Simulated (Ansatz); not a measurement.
```yaml
crystal:
  periodic: [false, false, false]
  atoms:
    - {symbol: F, position_ang: [1.201878, -0.680952, 1.775009]}
    - {symbol: Si, position_ang: [0.187475, -1.009928, 0.600950]}
    - {symbol: F, position_ang: [0.882303, -2.044051, -0.380601]}
    - {symbol: Si, position_ang: [-0.210225, 0.970450, -0.592200]}
    - {symbol: F, position_ang: [-1.186790, 0.705731, -1.803736]}
    - {symbol: F, position_ang: [-0.886617, 2.054215, 0.334948]}
    - {symbol: F, position_ang: [1.119761, 1.589473, -1.169194]}
    - {symbol: H, position_ang: [-1.015483, -1.642136, 1.179124]}
basis:
  gaussian: {orbitals: def2-mTZVPP}
magnetization: {spin_polarized: true, initial_magnetization: 0}
hamiltonian: {xc: {name: HF}}
correlation: {method: mp2, frozen_orbitals: {F: 0}}
scf: {lower_state_search: full}
output: {forces: true}
```

```sh
$ ansatz run in.yaml --threads 4 --pin off --events-out ev --progress --plain --max-ram 10444MiB
```

(1) How does Ansatz answer? (Estimate.)

## Answers

(1) Computed: The program refused the input.
```
Functional definition: HF
Error: "frozen_orbitals" has no count for Si
```
